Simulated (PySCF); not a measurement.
Al(All)(Cl)(F) (C₃H₅AlClF), SMILES C=C[CH2][Al]([F])[Cl].

The structure is a stationary point at PBE0-D3(BJ)/def2-SVP. The structure was generated by enumeration; whether it is a known compound was not checked. The values are those of a single conformer.

Two levels are set side by side: PBE/def2-TZVP (PySCF) and B3LYP/def2-TZVP (PySCF). Same geometry, gas phase. Differences are taken from unrounded values.

```json
[
 {"quantity": "orbital gap (eV)", "B3LYP": "5.78", "PBE": "4.20", "PBE minus B3LYP": "-1.59"},
 {"quantity": "highest occupied level (eV)", "B3LYP": "-7.19", "PBE": "-6.31", "PBE minus B3LYP": "0.88"},
 {"quantity": "lowest empty level (eV)", "B3LYP": "-1.41", "PBE": "-2.11", "PBE minus B3LYP": "-0.71"},
 {"quantity": "dipole moment (D)", "B3LYP": "2.82", "PBE": "2.76", "PBE minus B3LYP": "-0.05"},
 {"quantity": "mean polarisability (bohr³)", "B3LYP": "69.2", "PBE": "71.4", "PBE minus B3LYP": "2.2"}
]
```

Without exact exchange PBE keeps part of each electron's self-repulsion, which lifts occupied levels and narrows the gap. PBE's more diffuse valence density responds more strongly to a field. Differences between two approximate levels are no errors against the true value.

Rough cost on one machine, each run with all the roots and properties that it gave: B3LYP against PBE within a factor of 2.
